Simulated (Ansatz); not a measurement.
The cluster Li₂I₂⁻ (the lowest doublet isomer of a short search) was relaxed with r2SCAN-D4 (def2-TZVPD) in Ansatz in these states: charge -1 doublet, charge -1 quartet. The geometries follow in no particular order.

In the def2 sets I takes a core potential; there is no spin–orbit coupling.

A:

```xyz
4

Li    1.223   -0.891   -1.916
Li    0.795    1.345    0.764
I    -0.738   -0.548    2.136
I    -1.280    0.094   -0.984
```

B:

```
atom   x (Å)   y (Å)   z (Å)
 Li1  -2.285  -1.366   1.651
 Li2   0.683   0.389  -0.623
  I3   1.738   0.781  -2.874
  I4  -0.136   0.196   1.846
```

Problem. Judge from the bond lengths which geometry belongs to which state (an estimate).

Solution. A is the charge -1 quartet (Li2–I4 2.987 Å, Li2–I3 2.796 Å, Li1–I4 2.846 Å); B is the charge -1 doublet (Li2–I4 2.608 Å, Li2–I3 2.516 Å, Li1–I4 2.664 Å).

At r2SCAN-D4/def2-TZVPD the highest occupied level of the charge -1 quartet lies above zero (up to 0.76 eV). It is a level of α spin, whose loss leaves a triplet; that state wasn't run at this geometry and level. The electron is either unbound and held by the finite basis, or the level is raised by self-interaction error. At r2SCAN-D4/def2-TZVPD the highest occupied level of the charge -1 doublet lies above zero (up to 0.27 eV). By energy differences its removal costs 1.60 eV (vertical, to the charge 0 singlet, at r2SCAN-D4/def2-TZVPD); a positive level beside a positive removal energy at the same level points to self-interaction error. At PBE0-D4/def2-TZVPD a doublet lies 3.69 eV below the charge -1 quartet. In the quartet, I3 and I4 lie 3.23 Å apart (atoms count from 1), so these atoms are partly bonded to each other. These are the stationary points nearest to one start from a short search; other shapes may lie lower in each state.
